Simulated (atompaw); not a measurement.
# Scattering properties, PAW (atompaw) potential for Pr (Z = 59)

```json
{"Element": "praseodymium", "Generator": "atompaw 4.2.0.5", "Type": "PAW", "Functional": "PBE", "Relativity": "scalar-relativistic", "Frozen core": "[Xe]", "Valence charge": "5", "Reference configuration": "4f2 5d1 6s2 6p0", "Partial waves": "6s (bound): rc 3.00 bohr; 6s channel at 3.85 Ry: rc 3.00 bohr; 6p (bound, empty): rc 3.00 bohr; 6p channel at 2.9 Ry: rc 3.00 bohr; 5d (bound): rc 3.00 bohr; 5d channel at 4.6 Ry: rc 3.00 bohr; 4f (bound): rc 1.40 bohr; 4f channel at 0.45 Ry: rc 1.40 bohr", "Local potential": "troulliermartins scheme with l = 4 at 0 Ry, radius 2.85 bohr", "Core correction": "smooth core density matched at 1.55 bohr", "Augmentation charge": "besselshape compensation charge, radius 2.20 bohr; PAW radius 3.00 bohr; waves and projectors: custom polynom gramschmidtortho"}
```

The phase is arctan(r·u′/u) with u = r·R(r), unwrapped; energies in Ry, scanned from -2 to 5 Ry. A pole is an energy at which the radial function vanishes at the test radius. The pseudo phase is shifted by a multiple of π to meet the all-electron one at the reference energy, and phase errors are pseudo minus all-electron; the curves can meet again beyond the range given. Levels narrower than the energy grid can be missing from the lists of poles.

```
channel  radius (bohr)  reference energy (Ry)  poles, all-electron  poles, pseudo  unbroken range about the reference energy with phases within 0.05 rad  phase error 1 Ry above the reference energy (rad)
      s           3.02                  -0.28                 2.60           2.58                                                        the whole range                                             -0.011
      p           3.02                  -0.10          -1.57, 3.82    -1.61, 3.81                                                             above -1.6                                             -0.005
      d           3.02                  -0.22                 0.54           0.54                                                        the whole range                                             +0.001
      f           3.02                  -0.46          -0.41, 3.15    -0.41, 3.25                                                              below 4.3                                             +0.000
```

Note: ghost states, extra bound levels that the all-electron valence spectrum of the same l lacks: s at -84.2 eV, p at -24.6 eV. A true bound ghost makes a file unfit for plane-wave use.

Phases in the p channel:

| E (Ry) | all-electron | pseudo |
| --- | --- | --- |
| -2.00 | 0.739 | 0.405 |
| -1.52 | -1.608 | -1.626 |
| -1.04 | -1.753 | -1.755 |
| -0.56 | -1.838 | -1.838 |
| -0.08 | -1.947 | -1.947 |
| 0.40 | -2.159 | -2.160 |
| 0.88 | -2.785 | -2.790 |
| 1.36 | -3.916 | -3.920 |
| 1.84 | -4.364 | -4.365 |
| 2.32 | -4.529 | -4.529 |
| 2.80 | -4.614 | -4.614 |
| 3.28 | -4.668 | -4.668 |
| 3.76 | -4.708 | -4.709 |
| 4.24 | -4.742 | -4.744 |
| 4.72 | -4.775 | -4.779 |
